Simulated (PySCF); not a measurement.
**Magnetisability: ZnMe(OH) ([CH3][Zn][OH], CH$_{4}$OZn)**

Geometry:
| atom | x (Å) | y (Å) | z (Å) |
| --- | --- | --- | --- |
| Zn1 | 0.283 | -0.238 | -0.672 |
| C2 | -0.041 | 0.078 | 1.266 |
| H3 | 0.873 | 0.108 | 1.846 |
| H4 | -0.676 | -0.693 | 1.684 |
| H5 | -0.545 | 1.031 | 1.379 |
| O6 | -0.119 | -0.002 | -2.331 |
| H7 | 0.224 | -0.284 | -3.172 |

Method: PySCF 2.14.0, GIAO B3LYP/def2-SVP (def2-TZVP on Zn) magnetisability, rotational g tensor and spin-rotation constants, non-relativistic, gas phase. Geometry: GFN2-xTB.

How diamagnetic is it, and how anisotropic?

Isotropic -841 × 10⁻³⁰ J/T², or -50.6 × 10⁻⁶ cm³/mol; principal values -858, -835, -829 × 10⁻³⁰ J/T², anisotropy 27 × 10⁻³⁰ J/T² (root of half the summed squared differences of the principal values). The susceptibility is in cgs units.

Split it along the inertial axes a, b, c into diamagnetic and paramagnetic parts about the centre of mass, with the quadrupole moment.


```tsv
axis	χ (10⁻⁶ cm³/mol)	diamagnetic (10⁻⁶ cm³/mol)	paramagnetic (10⁻⁶ cm³/mol)	summed x² of all electrons (Å²)	quadrupole Θ (D Å)
a	-51.5	-70.3	18.8	72.4	+0.44
b	-50.1	-337.4	287.3	9.5	-0.23
c	-50.2	-347.4	297.2	7.1	-0.21
```
Anisotropies 2χaa − χbb − χcc = -2.6 and 2χbb − χaa − χcc = +1.5 × 10⁻⁶ cm³/mol. Θ is traceless in Buckingham's convention.

And the rotational g tensor?


| axis | rotational constant (GHz) | g | nuclear part | electronic part |
| --- | --- | --- | --- | --- |
| a | 66.8300 | +0.1320 | 0.7223 | -0.5903 |
| b | 4.4615 | +0.0068 | 0.6090 | -0.6022 |
| c | 4.2923 | +0.0067 | 0.6060 | -0.5993 |

Asymmetric top; isotopes 12C, 1H, 16O, 64Zn; no vibrational averaging.
